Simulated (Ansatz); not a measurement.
The cluster Rb2H3, relaxed as a doublet with UKS r2SCAN-D4/def2-TZVP in Ansatz, starting from the GFN1-xTB geometry. Force threshold 0.02 eV/Å.

In the def2 sets Rb takes a core potential; there is no spin–orbit coupling. In the doublet, H3 and H5 lie 0.75 Å apart (atoms count from 1), so H2 has formed as a molecule. The structure comes from a short search, and lower isomers may exist.

Start:

| atom | x (Å) | y (Å) | z (Å) |
| --- | --- | --- | --- |
| Rb1 | 0.6648 | 0.7257 | -0.0782 |
| Rb2 | -2.1260 | 1.0893 | -2.7203 |
| H3 | 1.8323 | -0.5133 | 1.7813 |
| H4 | -1.5295 | -0.4018 | -0.7194 |
| H5 | 1.1584 | -0.9000 | 1.7366 |

```
step  energy (eV)  largest force component (eV/Å)  SCF passes
   1   -1358.8622                           1.114          31
   2   -1359.0800                           0.206          34
   3   -1359.1349                           0.130          32
   4   -1359.1682                           0.125          34
   5   -1359.1833                           0.085          35
   6   -1359.1895                           0.083          34
   7   -1359.1928                           0.211          33
   8   -1359.2018                           0.240          34
   9   -1359.2081                           0.128          34
  10   -1359.2150                           0.382          34
  11   -1359.2238                           0.094          34
  12   -1359.2253                           0.076          33
  13   -1359.2256                           0.177          31
  14   -1359.2262                           0.013          29
```

Force components are those of the run's own axes.

End:

Cartesian coordinates in Å:
```
Rb 1.175 1.622 -0.373
Rb -2.423 0.438 -2.349
H 1.290 -0.956 1.818
H -0.754 -0.180 -0.431
H 0.713 -0.923 1.335
```

Bonds lost: Rb1–H3 (atoms count from 1).

No frequencies were taken in this run, so the end may be a saddle point.

It took 45 s on 4 threads of Arm Neoverse V1 on a shared host.
